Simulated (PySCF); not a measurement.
Species: C4H7F3OS.
Atom-mapped SMILES: `[CH3:1][S:2][C@H:3]([CH3:4])[O:5][C:6]([F:7])([F:8])[F:9]` (hydrogens: H10, H11, H12 on C1; H13 on C3; H14, H15, H16 on C4)

Method used: PBE0-D3(BJ)/def2-SVP geometry optimisation, gas phase in PySCF.

(1) What internal coordinates does the optimisation give?

Results:

(1) 
| bond | length (Å) |
| --- | --- |
| C1–S2 | 1.806 |
| S2–C3 | 1.814 |
| C3–C4 | 1.511 |
| C3–O5 | 1.432 |
| O5–C6 | 1.338 |
| C6–F7 | 1.332 |
| C6–F8 | 1.341 |
| C6–F9 | 1.320 |
| C1–H10, C1–H11, C1–H12 | 1.099 |
| C3–H13 | 1.102 |
| C4–H14, C4–H15, C4–H16 | 1.099 |

Bonds in one row agree within 0.01 Å and their mean is given. A selection of angles:
| angle | degrees |
| --- | --- |
| S2–C1–H10 | 106.3 |
| S2–C1–H11 | 112.6 |
| S2–C1–H12 | 110.2 |
| H10–C1–H11 | 108.7 |
| C1–S2–C3 | 100.4 |
| S2–C3–C4 | 114.8 |
| S2–C3–O5 | 111.6 |
| S2–C3–H13 | 103.8 |
| C4–C3–O5 | 106.9 |
| C4–C3–H13 | 110.2 |
| O5–C3–H13 | 109.5 |
| C3–C4–H14 | 110.0 |
| C3–C4–H16 | 110.8 |
| H14–C4–H15 | 109.3 |
| H15–C4–H16 | 108.0 |
| C3–O5–C6 | 117.7 |
| O5–C6–F7 | 113.1 |
| O5–C6–F8 | 111.8 |
| O5–C6–F9 | 108.2 |
| F7–C6–F8 | 106.6 |
| F7–C6–F9 | 108.6 |

Torsions: C1–S2–C3–C4 60° (synclinal); S2–C3–O5–C6 -94° (anticlinal); C3–O5–C6–F7 59° (synclinal).

Of the pairs four or more bonds apart, F8···H13 is among the closest relative to their van der Waals radii: 2.42 Å, 91 % of the sum of Bondi's values. O5 (ether oxygen) is bent (angle 117.7°). The C–F distances run from 1.320 Å (C6–F9, drawn single) to 1.341 Å (C6–F8, drawn single), a spread of 0.021 Å. The 2 C–O bonds span 1.338 Å (O5–C6, drawn single) to 1.432 Å (C3–O5, drawn single), a spread of 0.094 Å.

Point group: C1 (no symmetry element, even within 0.4 Å). No PBE0-D3(BJ)/def2-SVP frequencies stand behind this structure, so it isn't proved a minimum. The numbers are those of one conformer.

The run took 93 s of wall time on an x86-64 server with one thread, on a shared host. This is the geometry optimisation.
